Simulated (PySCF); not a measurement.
PySCF 2.14 output of an unrestricted B2PLYP calculation on a single atom or ion in cc-pVDZ-X2C (8s7p5d3f1g, 84 functions), with the spin-free X2C one-electron Hamiltonian (Gaussian nucleus):

```
SCF conv_tol = 1e-09
number electrons alpha = 35  beta = 28
    A. D. Becke.,  Phys. Rev. A 38, 3098 (1988)
    C. Lee, W. Yang, and R. G. Parr.,  Phys. Rev. B 37, 785 (1988)
    B. Miehlich, A. Savin, H. Stoll, and H. Preuss.,  Chem. Phys. Lett. 157, 200 (1989)
cycle= 1 E= -11269.4150845282  delta_E= -0.006  |g|= 0.12  |ddm|= 0.206
cycle= 2 E= -11269.413173378  delta_E= 0.00191  |g|= 0.163  |ddm|= 0.156
cycle= 3 E= -11269.4170152161  delta_E= -0.00384  |g|= 0.00907  |ddm|= 0.0825
cycle= 4 E= -11269.4170432337  delta_E= -2.8e-05  |g|= 0.00119  |ddm|= 0.0164
cycle= 5 E= -11269.4170746409  delta_E= -3.14e-05  |g|= 0.00181  |ddm|= 0.0204
cycle= 6 E= -11269.417025922  delta_E= 4.87e-05  |g|= 0.000367  |ddm|= 0.0438
cycle= 7 E= -11269.4170243067  delta_E= 1.62e-06  |g|= 8.84e-05  |ddm|= 0.00966
cycle= 8 E= -11269.4170243064  delta_E= 2.8e-10  |g|= 7.43e-06  |ddm|= 0.000435
converged SCF energy = -11269.4170243064  <S^2> = 15.758339  2S+1 = 8.0020846
```

The run itself started from symmetry-adapted Hartree-Fock orbitals and held the occupation by maximum overlap, on a logarithmic radial grid, so the iterations belong to that start.

Task: Which element, charge and spin multiplicity is this?

Result: Gd⁺ (gadolinium, charge +1), multiplicity 8; the state was [Xe] 4f8 5d1, one real determinant (an excited configuration). The SCF energy lacks the PT2 part of the double hybrid.

⟨L²⟩ = 18.03 against 30 for a pure H term, so this real determinant mixes terms. Spin-orbit coupling, absent here, splits the open shell strongly.
